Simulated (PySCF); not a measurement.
C4H2F2O2, SMILES C1(=C(C(CO1)=O)F)F.

Geometry: B3LYP-D3(BJ)/def2-SVP. The structure was generated by enumeration, and PubChem lists no compound with its InChIKey, so it may never have been made. The values are those of a single conformer.

Two levels are set side by side: PBE/def2-TZVP (PySCF) and HF/def2-TZVP (PySCF). Same geometry, gas phase. Differences are taken from unrounded values.

| quantity | HF | PBE | PBE minus HF |
|---|---|---|---|
| orbital gap (eV) | 12.78 | 3.73 | -9.05 |
| highest occupied level (eV) | -10.41 | -6.14 | 4.26 |
| lowest empty level (eV) | 2.38 | -2.42 | -4.79 |
| dipole moment (D) | 3.28 | 2.94 | -0.34 |
| mean polarisability (bohr³) | 48.2 | 53.5 | 5.3 |

Without exact exchange PBE keeps part of each electron's self-repulsion, which lifts occupied levels and narrows the gap. Loosely held outer electrons make PBE densities more polarisable. Differences between two approximate levels are no errors against the true value.

Rough cost on one machine, each run with all the roots and properties that it gave: HF against PBE about 1/2.
